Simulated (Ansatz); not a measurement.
Kohn–Sham single points on C3H12BNO (`C[NH2+][B-](C)(C)O`).

```yaml
crystal:
  periodic: [false, false, false]
  atoms:
    - {symbol: C, position_ang: [-0.002174, 0.649110, -1.998701]}
    - {symbol: N, position_ang: [0.736521, 0.033081, -0.893961]}
    - {symbol: B, position_ang: [-0.181878, -0.403702, 0.476342]}
    - {symbol: C, position_ang: [0.922706, -1.060816, 1.449622]}
    - {symbol: C, position_ang: [-0.870017, 0.945169, 1.031072]}
    - {symbol: O, position_ang: [-1.096461, -1.394555, -0.048470]}
    - {symbol: H, position_ang: [0.622842, 0.781737, -2.883748]}
    - {symbol: H, position_ang: [-0.844145, 0.001869, -2.239750]}
    - {symbol: H, position_ang: [-0.382081, 1.616945, -1.676222]}
    - {symbol: H, position_ang: [1.504937, 0.625605, -0.595552]}
    - {symbol: H, position_ang: [1.142872, -0.847293, -1.198445]}
    - {symbol: H, position_ang: [0.446629, -1.380948, 2.381213]}
    - {symbol: H, position_ang: [1.732761, -0.376833, 1.733012]}
    - {symbol: H, position_ang: [1.381904, -1.958952, 1.016713]}
    - {symbol: H, position_ang: [-1.626435, 1.370264, 0.358258]}
    - {symbol: H, position_ang: [-1.381336, 0.728636, 1.974823]}
    - {symbol: H, position_ang: [-0.151741, 1.743888, 1.252468]}
    - {symbol: H, position_ang: [-1.992703, -1.062009, -0.086775]}
basis:
  gaussian: {orbitals: def2-TZVPP}
hamiltonian: {xc: pbe0, dispersion: d4}
output: {orbitals: {seedname: orbitals}}
```

```sh
$ ansatz run in.yaml --threads 4 --pin off --events-out ev --progress --plain --max-ram 11315MiB
```

Output, abridged:

```
Functional definition: PBE0
1723 factors; their error is unknown
mean field evaluation 1: about -7499.3159 eV, gradient 9.0e1 eV
mean field evaluation 2: about -7485.2225 eV, gradient 1.2e2 eV
mean field evaluation 4: about -7516.2574 eV, gradient 6.3e0 eV
mean field evaluation 8: about -7516.3371 eV, gradient 4.2e-1 eV
mean field evaluation 16: about -7516.3277 eV, gradient 5.7e-4 eV
mean field -7516.32765992 eV, -276.2199467521 hartree, gradient 5.8e-5 eV, S^2 0.000000; 0 other end points of the search recorded, 0 dependent functions left out
reference -7516.32769746 eV, -276.2199481317 hartree; 25, 25 occupied and 329, 329 virtual orbitals, 1723 factors
Total energy: -7516.63817215 eV, -276.2313578662 hartree
```

Run time 7 s (4 threads of an AMD EPYC 7R43 on a shared host); peak host memory 1.1 GiB.

The same input with `hamiltonian: {xc: {name: B97M-V}}` (abridged; 17 s):

```
Functional definition: B97M-V
mean field evaluation 16: about -7524.9047 eV, gradient 3.2e-3 eV
mean field -7524.90473393 eV, -276.5351484081 hartree, gradient 3.0e-5 eV, S^2 0.000000
Total energy: -7524.90480432 eV, -276.5351509952 hartree
```

Changing it to `hamiltonian: {xc: {name: r2SCAN0}, dispersion: d4}` (abridged; 14 s):

```
Functional definition: r2SCAN0
mean field evaluation 16: about -7520.2298 eV, gradient 1.1e-4 eV
mean field -7520.22984887 eV, -276.3633495511 hartree, gradient 9.4e-6 eV, S^2 0.000000
Total energy: -7520.34186247 eV, -276.3674659749 hartree
```

Changing it to `hamiltonian: {xc: r2scan, dispersion: d4}` and forces (abridged; 9 s):

```
Functional definition: r2SCAN
mean field evaluation 16: about -7520.9394 eV, gradient 1.1e-2 eV
mean field -7520.93938337 eV, -276.3894244632 hartree, gradient 8.7e-5 eV, S^2 0.000000
Total energy: -7521.03813985 eV, -276.3930536966 hartree
Atom 0 force    -0.129582     0.128561    -0.225711 eV/Å
Atom 1 force     0.129486    -0.067838     0.107205 eV/Å
Atom 2 force    -0.009620     0.057430     0.141058 eV/Å
Atom 3 force     0.024372    -0.011834     0.022475 eV/Å
Atom 4 force    -0.009247     0.019532     0.004587 eV/Å
Atom 5 force    -0.042843    -0.119702    -0.042035 eV/Å
Atom 6 force    -0.012664    -0.001153     0.011656 eV/Å
Atom 7 force     0.011605     0.005983     0.016576 eV/Å
Atom 8 force     0.014978    -0.024944     0.000613 eV/Å
Atom 9 force     0.035228     0.012673    -0.000804 eV/Å
Atom 10 force     0.028085    -0.020724    -0.017568 eV/Å
Atom 11 force     0.010918    -0.000339    -0.008141 eV/Å
Atom 12 force    -0.004547    -0.011896    -0.001268 eV/Å
Atom 13 force     0.000465     0.003238     0.004728 eV/Å
Atom 14 force     0.001408    -0.001115     0.010518 eV/Å
Atom 15 force     0.003945     0.008117    -0.008203 eV/Å
Atom 16 force    -0.009630     0.006655     0.000683 eV/Å
Atom 17 force    -0.042358     0.017357    -0.016368 eV/Å
Dipole moment:     0.327591     0.468366    -0.725377 e Å
```

Changing it to `hamiltonian: {xc: {name: PBE-QIDH}}` (abridged; 20 s):

```
Functional definition: PBE-QIDH
mean field evaluation 16: about -7504.0529 eV, gradient 1.6e-4 eV
mean field -7504.05294799 eV, -275.7688594088 hartree, gradient 9.9e-6 eV, S^2 0.000000
6 core orbitals not correlated: weight in the atoms' cores, before any rotation towards them, 1.000 or more for the frozen orbitals, at most 0.000 for the correlated occupied ones
second order -34.33002155 eV of doubles, -0.00000000 eV of singles
Total energy: -7515.49630345 eV, -276.1893949656 hartree
```

Changing it to `hamiltonian: {xc: {name: CAM-B3LYP}, dispersion: d4}` (abridged; 10 s):

```
Functional definition: CAM-B3LYP
mean field evaluation 16: about -7521.6409 eV, gradient 7.3e-5 eV
mean field -7521.64086220 eV, -276.4152033347 hartree, gradient 7.3e-5 eV, S^2 0.000000
Total energy: -7521.95040085 eV, -276.4265786701 hartree
```
